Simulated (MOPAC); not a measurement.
Job for MOPAC: PM3 on Cs2+, 2S+1 = 2, a spin state set in the input, which need not be the lowest, a point of a bond scan (R = 5.754 Å). Charge +1.

```
PM3 1SCF PRECISE CHARGE=1 UHF MS=0.5 THREADS=1
Cs2

Cs     0.00000000 1     0.00000000 1     0.00000000 1
Cs     0.00000000 1     0.00000000 1     5.75387700 1
```

Output:

```
*******************************************************************************
 **                                                                           **
 **                              MOPAC v23.2.5                                **
 **                                                                           **
 *******************************************************************************
 ** MOPAC's Digital Object Identifier: https://doi.org/10.5281/zenodo.6511958 **
 **                                                                           **
 ** Please cite the open-source release paper for use of this MOPAC version:  **
 ** J. E. Moussa and J. J. P. Stewart (2026)                                  **
 ** MOPAC: An open-source semiempirical molecular orbital program             **
 ** J. Open Source Softw., 11(119), 8025, https://doi.org/10.21105/joss.08025 **
 *******************************************************************************

                              PM3 CALCULATION RESULTS

 *******************************************************************************
 *  PM3        - The PM3 Hamiltonian to be used
 *  UHF        - UNRESTRICTED HARTREE-FOCK CALCULATION
 *
 *
 *
 *                 CHARGE ON SYSTEM = +1
 *
 *
 *
 *  MS=        - IN MECI, MAGNETIC COMPONENT OF SPIN =  0.5
 *  PRECISE    - TIGHTER CRITERIA TO BE USED
 *  1SCF       - DO 1 SCF AND THEN STOP
 *  THREADS=1  - MULTI-THREADING NOT USED
 *  T=         - A TIME OF 172800.0 SECONDS REQUESTED
 *  DUMP=N     - RESTART FILE WRITTEN EVERY 7200.0 SECONDS REQUESTED
 *******************************************************************************
PM3 1SCF PRECISE CHARGE=1 UHF MS=0.5 THREADS=1
 Cs2

   ATOM   CHEMICAL          X               Y               Z
  NUMBER   SYMBOL      (ANGSTROMS)     (ANGSTROMS)     (ANGSTROMS)

     1      Cs          0.00000000  *   0.00000000  *   0.00000000  *
     2      Cs          0.00000000  *   0.00000000  *   5.75387700  *



          CARTESIAN COORDINATES

    NO.       ATOM           X           Y           Z

     1        Cs          0.0000      0.0000      0.0000
     2        Cs          0.0000      0.0000      5.7539

 Cs: (PM3): J. J. P. STEWART, J. MOL. MOD., 10, 155-164 (2004)

           Empirical Formula: Cs2  =     2 atoms



      MOLECULAR POINT GROUP   :   D*h


          UHF CALCULATION, NO. OF ALPHA ELECTRONS =    1
                           NO. OF BETA  ELECTRONS =    0

 -------------------------------------------------------------------------------
 PM3 1SCF PRECISE CHARGE=1 UHF MS=0.5 THREADS=1
 Cs2



     1SCF WAS SPECIFIED, SO BFGS WAS NOT USED
     SCF FIELD WAS ACHIEVED


                              PM3 CALCULATION
                                                       MOPAC v23.2.5 Linux




          FINAL HEAT OF FORMATION =         82.88380 KCAL/MOL =     346.78580 KJ/MOL


          COSMO AREA              =        339.89 SQUARE ANGSTROMS
          COSMO VOLUME            =        512.45 CUBIC ANGSTROMS

          IONIZATION POTENTIAL    =          6.160343 EV
          ALPHA SOMO LUMO (EV)    =         -6.160 -2.170
          NO. OF ALPHA ELECTRONS  =          1
          NO. OF BETA  ELECTRONS  =          0
          MOLECULAR WEIGHT        =        265.8108         POINT GROUP:  D*h

          MOLECULAR DIMENSIONS (Angstroms)

            Atom       Atom       Distance
           Cs     2   Cs     1     5.75388
           Cs     2   Cs     1     0.00000
           Cs     1   Cs     2     0.00000


          SCF CALCULATIONS        =          1





   ATOM   CHEMICAL          X               Y               Z
  NUMBER   SYMBOL      (ANGSTROMS)     (ANGSTROMS)     (ANGSTROMS)

     1      Cs          0.00000000  *   0.00000000  *   0.00000000  *
     2      Cs          0.00000000  *   0.00000000  *   5.75387700  *

                             CARTESIAN COORDINATES

   1   Cs        0.000000000     0.000000000     0.000000000
   2   Cs        0.000000000     0.000000000     5.753877000


           Empirical Formula: Cs2  =     2 atoms



      MOLECULAR POINT GROUP   :   D*h


          ALPHA EIGENVALUES
  -6.16034  -2.16985  -2.04609  -0.65741  -0.65741   0.94956   2.19374   2.19374


           BETA EIGENVALUES
  -2.65566  -1.99909  -1.90425  -0.83839  -0.83839   1.98023   1.98023   2.77601


              NET ATOMIC CHARGES AND DIPOLE CONTRIBUTIONS

  ATOM NO.   TYPE          CHARGE      No. of ELECS.   s-Pop       p-Pop
    1         Cs           0.500000        0.5000     0.02610     0.47390
    2         Cs           0.500000        0.5000     0.02610     0.47390
 DIPOLE           X         Y         Z       TOTAL
 POINT-CHG.     0.000     0.000     0.000     0.000
 HYBRID        -0.000    -0.000    -0.000     0.000
 SUM           -0.000    -0.000     0.000     0.000


          ATOMIC ORBITAL ELECTRON POPULATIONS

     Atom    s        px        py        pz
    1 Cs   0.02610   0.00000   0.00000   0.47390
    2 Cs   0.02610   0.00000   0.00000   0.47390


                    (SZ)    =    0.500000
                    (S**2)  =    0.750000


          ATOMIC ORBITAL SPIN POPULATIONS

    Atom   Total    s     px     py     pz
         Atomic
    1 Cs  0.5000  0.026  0.000  0.000  0.474
    2 Cs  0.5000  0.026  0.000  0.000  0.474

 **********************
 *                    *
 * JOB ENDED NORMALLY *
 *                    *
 **********************




 == MOPAC DONE ==
```

The run finished.

Cost: very roughly 0.020 core-seconds.
